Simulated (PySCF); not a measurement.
Below is a simulated gas-phase S 2p photoelectron spectrum of (HGaS)3 ring, Ga3H3S3.

Every computed line was given a Gaussian of 0.6 eV full width at half maximum and an area set by the number of equivalent atoms (split 2:1 within a doublet); the highest printed point is 100. Theory: delta-SCF UKS SCAN, pcX-2 on the ionised atom, pcseg-1 elsewhere, spin-free X2C in PySCF.

binding energy (eV), intensity and a bar:
```
    167.6          0 
    167.7          1 
    167.8          3 #
    167.9          8 ##
    168.0         17 #####
    168.1         34 ##########
    168.2         56 #################
    168.3         79 ########################
    168.4         96 #############################
    168.5        100 ##############################
    168.6         89 ###########################
    168.7         68 #####################
    168.8         45 #############
    168.9         26 ########
    169.0         13 ####
    169.1          8 ##
    169.2          9 ###
    169.3         15 ####
    169.4         25 #######
    169.5         36 ###########
    169.6         46 ##############
    169.7         50 ###############
    169.8         47 ##############
    169.9         37 ###########
    170.0         26 ########
    170.1         15 ####
    170.2          8 ##
    170.3          3 #
    170.4          1 
    170.5          0 
    170.6          0
```

Task: Count the maxima, the lines and the sites behind this envelope.

Result: The curve has 2 maxima (at 168.5 and 169.7 eV). Under it lie 2 lines from 1 inequivalent sulfur site, drawn as a 2p3/2, 2p1/2 pair.

Task: Decompose the envelope and assign each component. Bonds: Ga1–S3, Ga1–S9, S3–Ga4, Ga4–S6, S6–Ga7, Ga7–S9. Hydrogens: H2 on Ga1; H5 on Ga4; H8 on Ga7.

Result: 
| position (eV) | relative area | line | atoms | environment |
| --- | --- | --- | --- | --- |
| 168.48 | 2.00 | S 2p3/2 | S3/S6/S9 | sulfur bonded to 2 Ga |
| 169.70 | 1.00 | S 2p1/2 | S3/S6/S9 | sulfur bonded to 2 Ga |

Shake-up satellites, vibrational structure and lifetime widths aren't simulated. Atoms equivalent by their bonding share one computed value, that of the first of them. Spin–orbit coupling isn't in the SCF: each 2p doublet comes from a relaxed spin-free hole plus a matrix of the shell (mean-field spin–orbit coupling and the ground-state 2p splitting), with 2p3/2 averaged over its two sublevels. 2p1/2 minus 2p3/2 (ligand field included): S 1.23 eV. Geometry: PBE0-D3(BJ)/def2-SVP, one conformer, isolated molecule.
